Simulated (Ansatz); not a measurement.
Energy profile

The step: BBrF₂ ([F][B]([F])[Br]) + H₂S → BHSF₂ ([F][B]([F])[SH]) + HBr; bonds formed: B1–S6, Br2–H5; bonds broken: B1–Br2, H5–S6 (atoms numbered as in the saddle structure below).

```
7
angstrom
B -0.6483 -0.4202 -0.1317
Br 1.1791 -0.2772 -1.6429
F -1.5803 0.3912 -0.6049
F -0.8849 -1.7159 -0.0130
H 1.3495 0.1494 -0.0018
S 0.4275 0.2939 1.3412
H 0.1573 1.5786 1.0531
```

Electronic energies by CCSD(T) at an estimated basis limit (MP2 extrapolated from triple and quadruple zeta, plus CCSD(T) − MP2 in triple zeta), on PBE0-D4/def2-TZVP structures; BH$_{2}$SBrF$_{2}$, closed shell; no counterpoise correction. Program: Ansatz 0.2.0. Basis: def2-TZVPP and def2-QZVPP. Cores are frozen in the correlated methods. Filled d shells of the heavier atoms are correlated. The def2 sets are not built for correlating such inner shells, so the correlated values are less sure here. Extrapolation: Hartree–Fock as exp(−7.88 √X), correlation as X^−2.97.

Question: Give the profile in eV, counted from the separated reactants. (Judge from chemistry; the value comes from the calculation.)

Answer: Computed:
```
                                                                                                       point      eV
separated: BBrF$_{2}$ (linked as [F][B]([F])[Br]; B1, Br2, F3, F4; singlet) + H$_{2}$S (H5, S6, H7; singlet)   0.000
                                                                                             start structure  -0.131
                                                                                                      saddle   0.881
                                                                                               end structure  -0.029
     separated: BHSF$_{2}$ (linked as [F][B]([F])[SH]; B1, F3, F4, S6, H7; singlet) + HBr (Br2, H5; singlet)   0.048
```

The T1 diagnostic stays at or below 0.013.

For scale, one of the runs: CCSD(T)/def2-TZVPP, 211 basis functions, launched by `ansatz run in.yaml --threads 4 --pin off --events-out ev --progress --plain --max-ram 9574MiB`. Hardware: 4 CPU threads of an Arm Neoverse V2, shared host. Wall time 2.1 min; peak host memory 3.1 GiB.
